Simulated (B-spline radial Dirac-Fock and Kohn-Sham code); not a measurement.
**Binding energies of S⁵⁺ at several levels of theory**

System: S⁵⁺, 1s2 2s2 2p6 3s1.

The density-functional columns are spherical, spin-unpolarised Dirac-Kohn-Sham results without Breit or QED terms: −ε is minus the orbital energy of the initial state and ΔSCF the difference of two total energies. The reference in the last column comes from Dirac-Fock (average of configuration) total-energy differences with a finite nucleus, the Breit interaction including its frequency dependence, and self-energy and vacuum-polarisation corrections. All numbers are from an atomic code on a B-spline grid, in eV; a selection of levels is shown.

```csv
level,PBE −ε,PBE ΔSCF,LDA −ε,LDA ΔSCF,Dirac-Fock
L2,237.4,261.0,237.4,260.9,258.2
L3,236.1,259.6,236.1,259.6,257.0
M1,80.61,88.12,80.82,87.94,87.57
```

Q: Order the estimates of the L2 (2p1/2) level by their distance from the Dirac-Fock value, nearest first.
A. LDA ΔSCF
B. PBE ΔSCF
C. PBE −ε
D. LDA −ε

A: A (2.7 eV), B (2.8 eV), C (20.9 eV), D (20.9 eV).

For the outermost level NIST gives 88.0529 eV (measured); the differences from it are PBE −ε -7.44, PBE ΔSCF +0.06, LDA −ε -7.23, LDA ΔSCF -0.11, Dirac-Fock -0.49 eV.

Values without a named source are computed, but for edge energies of neutral atoms, which are taken from tables.
